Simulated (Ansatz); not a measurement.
`C[N]=[V]([F])([Cl])[O]C`. Charge 0, multiplicity 1.

Cartesian coordinates in Å:
```
C -1.104 -1.562 1.106
N -0.886 -0.297 0.516
V -0.747 1.183 -0.074
F -2.099 1.485 -1.134
Cl -0.720 2.511 1.649
O 0.754 1.270 -0.935
C 1.851 0.438 -1.182
H -0.280 -2.244 0.875
H -2.037 -2.000 0.737
H -1.172 -1.455 2.194
H 2.015 0.369 -2.261
H 1.684 -0.565 -0.777
H 2.742 0.869 -0.716
```

Task: What are the harmonic wavenumbers in cm⁻¹ at PBE0-D4/def2-TZVP (Ansatz, finite differences of forces, unscaled)? (Estimate.)

Result: Ansatz gave: 65, 67, 84, 86, 92, 147, 163, 232, 253, 347, 406, 479, 656, 723, 762, 1076, 1087, 1155, 1166, 1181, 1378, 1438, 1455, 1459, 1463, 1478, 1483, 3017, 3028, 3092, 3095, 3107, 3110.

Task: Is this a minimum?

Result: Yes, all 33 modes are real.

Task: Give the ideal-gas thermochemistry at 298.15 K and 1 bar (rigid rotor, harmonic oscillator; point group C1, symmetry number 1).

Result: Zero-point energy 232.3 kJ/mol; H(298) − E = 262.0 kJ/mol; entropy 431.6 J/(mol·K), of which translation 172.6, rotation 122.6, vibration 136.3; G(298) − E = 133.3 kJ/mol. Modes under 100 cm⁻¹ are hindered rotations or soft bends, so the harmonic entropy is rough.
